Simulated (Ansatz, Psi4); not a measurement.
The Psi4 input:
```
memory 2 GB

molecule {
0 1
  F    -0.86134566   -0.63254016   -1.02874238
  C    -0.35035604   -0.00774362    0.01889747
  F    -0.84407447    1.21875581    0.05006863
  F    -0.74576507   -0.64039210    1.11088556
  Cl    1.42134135    0.03141469   -0.07666418
}

set basis aug-cc-pvdz
set freeze_core true
set mp2_type conv
set scf_type pk
set puream true
set d_convergence 1e-8

energy('mp2')
print_variables()
```

Problem. Give the equivalent Ansatz (a program for electronic structure) input.

Solution. One answer among several that fit: 
Ansatz 0.2 input:
```yaml
crystal:
  periodic: [false, false, false]
  atoms:
    - {symbol: F, position_ang: [-0.86134566, -0.63254016, -1.02874238]}
    - {symbol: C, position_ang: [-0.35035604, -0.00774362, 0.01889747]}
    - {symbol: F, position_ang: [-0.84407447, 1.21875581, 0.05006863]}
    - {symbol: F, position_ang: [-0.74576507, -0.64039210, 1.11088556]}
    - {symbol: Cl, position_ang: [1.42134135, 0.03141469, -0.07666418]}
basis:
  gaussian:
    orbitals: aug-cc-pVDZ
magnetization: {spin_polarized: false}
correlation: {method: mp2, electrons: outside_noble_gas}
accuracy: high
```

Both were run: Psi4 gave -796.616368 Eh and Ansatz -796.616368 Eh, 0.000 mEh apart.
